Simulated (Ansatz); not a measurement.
(ClAlNH)4 cubane (Al4N4Cl4H4): single points at one geometry.

```yaml
crystal:
  periodic: [false, false, false]
  atoms:
    - {symbol: Al, position_ang: [-1.333484, 0.912458, 0.451890]}
    - {symbol: Cl, position_ang: [-3.013050, 2.061583, 1.020444]}
    - {symbol: N, position_ang: [-0.143177, 1.322753, -1.019248]}
    - {symbol: Al, position_ang: [-0.194324, -0.529894, -1.579975]}
    - {symbol: Cl, position_ang: [-0.438648, -1.197435, -3.569785]}
    - {symbol: N, position_ang: [-1.383017, -0.940688, -0.107730]}
    - {symbol: Al, position_ang: [0.143330, -1.324108, 1.020388]}
    - {symbol: Cl, position_ang: [0.324075, -2.991836, 2.305190]}
    - {symbol: N, position_ang: [0.193957, 0.529306, 1.578432]}
    - {symbol: Al, position_ang: [1.384507, 0.941563, 0.107765]}
    - {symbol: Cl, position_ang: [3.127674, 2.127944, 0.243927]}
    - {symbol: N, position_ang: [1.332266, -0.911368, -0.451288]}
    - {symbol: H, position_ang: [-0.230835, 2.131647, -1.642396]}
    - {symbol: H, position_ang: [-2.228748, -1.515756, -0.173629]}
    - {symbol: H, position_ang: [0.312953, 0.852874, 2.543549]}
    - {symbol: H, position_ang: [2.146521, -1.469033, -0.727524]}
basis:
  gaussian: {orbitals: def2-SVP, initial_orbitals: start.molden}
correlation: {method: mp2}
scf: {omitted_lower_state_checks: [starts]}
output: {orbitals: {seedname: orbitals}}
```

The file start.molden holds the orbitals of an earlier run on this structure, at another level or in another basis.

```sh
$ ansatz run in.yaml --threads 4 --pin off --events-out ev --progress --plain --max-ram 6963MiB
```

It prints (some lines left out):

```
Functional definition: HF
  name "HF"
  cite "Fock, Z. Phys. 61, 126 (1930) doi:10.1007/BF01340294"
  parent pbe
  exchange = exact_x
  correlation = 0
these checks for a lower state are left out or cut short: starts
2044 factors; integrals over basis functions are off by at most 7.2e-4 eV
mean field evaluation 1: about -82326.7429 eV, gradient 3.3e1 eV
mean field evaluation 2: about -82328.2879 eV, gradient 1.4e0 eV
mean field evaluation 4: about -82328.3322 eV, gradient 1.4e-1 eV
mean field evaluation 8: about -82328.3322 eV, gradient 3.5e-6 eV
mean field -82328.33222423 eV, -3025.5104050926 hartree, gradient 3.5e-6 eV, S^2 0.000000; 0 other end points of the search recorded, 0 dependent functions left out
44 core orbitals not correlated: weight in the atoms' cores, before any rotation towards them, 1.000 or more for the frozen orbitals, at most 0.000 for the correlated occupied ones
reference -82328.33222423 eV, -3025.5104050926 hartree; 32, 32 occupied and 144, 144 virtual orbitals, 2044 factors
second order -38.75698958 eV of doubles, -0.00000000 eV of singles
Total energy: -82367.08921381 eV, -3026.9346981892 hartree
Checks for a lower state left out: starts
```

Run time 8.5 s (4 threads of Arm Neoverse V1 on a shared host), peak host memory 0.81 GiB.

The first input with `gaussian: {orbitals: STO-3G}`, `hamiltonian: {xc: hf}` and without the key `correlation` (abridged; 0.95 s):

```
Functional definition: HF
mean field -81434.12541741 eV, -2992.6489110569 hartree, gradient 5.2e-5 eV, S^2 0.000000
Total energy: -81434.12541741 eV, -2992.6489110569 hartree
Checks for a lower state left out: starts
```

Geometry: PBE-D4/def2-SVP.

Correlated methods freeze 44 core orbitals.
